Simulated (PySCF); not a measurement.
## Basis and Hamiltonian dependence of the excitation energy of Pb²⁺

Pb²⁺ [Xe] 4f14 5d10 6s2 (1S) → Pb²⁺ [Xe] 4f14 5d10 6s1 6p1 (3P). Calculated with PySCF 2.14 from differences of total energies of unrestricted determinants, without spin-orbit coupling. Values in eV.

| basis | Hamiltonian | functions | UHF | r2SCAN | PBE0 | MP2 (valence) | CCSD(T) (valence) |
| --- | --- | --- | --- | --- | --- | --- | --- |
| cc-pVTZ-PP with ECP60MDF | ECP | 39 | 7.599 | 9.100 | 9.107 | 8.095 | n/a |
| aug-cc-pVTZ-PP with one added diffuse shell each of d, f type with ECP60MDF | ECP | 67 | 7.575 | 9.081 | 9.088 | 8.073 | 8.231 |
| x2c-TZVPPall | spin-free X2C | 83 | 7.570 | 9.102 | 9.062 | 8.067 | 8.228 |
| aug-cc-pVQZ-PP with ECP60MDF | ECP | 92 | 7.556 | 9.068 | 9.076 | 8.090 | 8.236 |
| x2c-TZVPPall with one added diffuse shell each of s, p, d, f type | spin-free X2C | 99 | 7.568 | 9.099 | 9.060 | 8.068 | 8.228 |
| aug-cc-pwCVTZ-DK3 | spin-free X2C | 125 | 7.522 | 9.058 | 9.030 | 8.052 | 8.201 |

Estimate the row for x2c-QZVPPall (spin-free X2C, 142 functions).

From the rows with the same Hamiltonian and similar size; the calculation gives UHF 7.53; r2SCAN 9.07; PBE0 9.04; MP2 (valence) 8.06 (eV).

Frozen in the all-electron rows: valence: [Xe] 4f14 5d10; with a core potential, the same shells as far as they lie outside it.
